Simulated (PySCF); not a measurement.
One of the candidates below gave these computed data.

All candidates are C6H14O.

- Rotational structure: rotational constants A, B, C: 4.138, 1.410, 1.394 GHz [PBE0-D3(BJ)/def2-SVP]
- Dipole: 1.84 D [CAM-B3LYP/def2-SVPD]
- Polarisability: 79.5 au [CAM-B3LYP/def2-SVPD]
- UV, first state: lowest singlet excitation: 6.98 eV (178 nm, f = 0.008) [TDDFT CAM-B3LYP/def2-SVPD]

Gas-phase values; electronic properties from PySCF, density fitting. Levels stand in brackets. Isolated species at its PBE0-D3(BJ)/def2-SVP geometry (one conformer only).

Question: Which candidate is it?
A. `CCO[C@H](C)CC` (s-BuOEt)
B. `CC(C)OC(C)C` (diisopropyl ether)
C. `CCCCCOC` (n-PeOMe)
D. `CC(C)(C)CCO` (3,3-dimethyl-1-butanol)

Answer: D. It is `CC(C)(C)CCO`. Numbering: `[CH3:1][C:2]([CH3:3])([CH3:4])[CH2:5][CH2:6][OH:7]`. Its formula, C6H14O, gives 0 degrees of unsaturation, so no ring and no π bond. By its constants the optimised geometry is a nearly prolate symmetric top.

The others, at the same levels:
- `CC(C)OC(C)C` fails: its computed lowest singlet excitation is 7.17 eV (173 nm, f = 0.007) (against 6.98 eV) and dipole moment is 1.27 D (against 1.84 D).
- `CCO[C@H](C)CC` fails: its computed lowest singlet excitation is 7.24 eV (171 nm, f = 0.010) (against 6.98 eV), rotational constant A is 3.465 GHz (against 4.138 GHz) and smallest rotational constant is 1.213 GHz (against 1.394 GHz).
- `CCCCCOC` fails: its computed lowest singlet excitation is 7.16 eV (173 nm, f = 0.030) (against 6.98 eV), static isotropic polarisability is 81.8 au (against 79.5 au) and rotational constant A is 13.666 GHz (against 4.138 GHz).

Each candidate is one conformer, not necessarily the lowest. Dipoles, sizes and rotational constants follow the conformer. The torsions of the flexible species, by atom-mapped SMILES:
- `[CH3:1][C:2]([CH3:3])([CH3:4])[CH2:5][CH2:6][OH:7]`: C1–C2–C5–C6 180°, C2–C5–C6–O7 -177°, H–O7–C6–C5 -58°
- `[CH3:1][CH:2]([CH3:3])[O:4][CH:5]([CH3:6])[CH3:7]`: C1–C2–O4–C5 -84°, C2–O4–C5–C6 153°
- `[CH3:1][CH2:2][O:3][C@H:4]([CH3:5])[CH2:6][CH3:7]`: C1–C2–O3–C4 -176°, C2–O3–C4–C5 -79°, O3–C4–C6–C7 -60°
- `[CH3:1][CH2:2][CH2:3][CH2:4][CH2:5][O:6][CH3:7]`: C1–C2–C3–C4 180°, C2–C3–C4–C5 180°, C3–C4–C5–O6 179°, C4–C5–O6–C7 180°
